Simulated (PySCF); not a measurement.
Simulated C 1s region for `B[N](C)[GaH2-][O+](C)C`, binding energy against the vacuum level.

Every computed line was given a Gaussian of 0.8 eV full width at half maximum and an area set by the number of equivalent atoms; the highest printed point is 100. Theory: PySCF 2.14.0, delta-SCF UKS SCAN, pcX-2 on the ionised atom, pcseg-1 elsewhere, spin-free X2C.

(binding energy (eV), intensity): (289.9, 0), (290.0, 0), (290.1, 1), (290.2, 2), (290.3, 4), (290.4, 7), (290.5, 12), (290.6, 19), (290.7, 28), (290.8, 36), (290.9, 44), (291.0, 49), (291.1, 50), (291.2, 47), (291.3, 40), (291.4, 31), (291.5, 23), (291.6, 15), (291.7, 9), (291.8, 5), (291.9, 4), (292.0, 4), (292.1, 6), (292.2, 11), (292.3, 19), (292.4, 31), (292.5, 47), (292.6, 65), (292.7, 82), (292.8, 94), (292.9, 100), (293.0, 97), (293.1, 87), (293.2, 71), (293.3, 53), (293.4, 37), (293.5, 23), (293.6, 13), (293.7, 7), (293.8, 3), (293.9, 2), (294.0, 1), (294.1, 0)

Task: How many maxima does the curve show, and how many computed lines lie under it?

Result: The curve has 2 maxima (at 291.1 and 292.9 eV). Under it lie 2 lines from 2 inequivalent carbon sites.

Task: Decompose the envelope and assign each component. Numbering: `[BH2:1][N:2]([CH3:3])[GaH2-:4][O+:5]([CH3:6])[CH3:7]`.

Result: 
```csv
position (eV),relative area,line,atoms,environment
291.07,1,C 1s,C3,N-methyl carbon
292.92,2,C 1s,C6/C7,O-methyl carbon
```

The listed C 1s values span 1.85 eV, from C3 (bonded to N and 3 H) to C6/C7 (bonded to O and 3 H). Summing the Pauling electronegativity differences to the bonded atoms, each weighted by its formal bond order, gives -0.56 for the lowest site and -0.16 for the highest.

Shake-up satellites, vibrational structure and lifetime widths aren't simulated. Topologically equivalent atoms share the value of their first member; where this conformer doesn't relate them by symmetry, their own values could differ. Isolated species at its PBE0-D3(BJ)/def2-SVP geometry (one conformer only).

The run took 2.2 min on an Arm Neoverse V1 with one thread, no GPU, on a shared host.

Conformer computed: `[BH2:1][N:2]([CH3:3])[GaH2-:4][O+:5]([CH3:6])[CH3:7]`: B1–N2–Ga4–O5 74°, N2–Ga4–O5–C6 -84°.
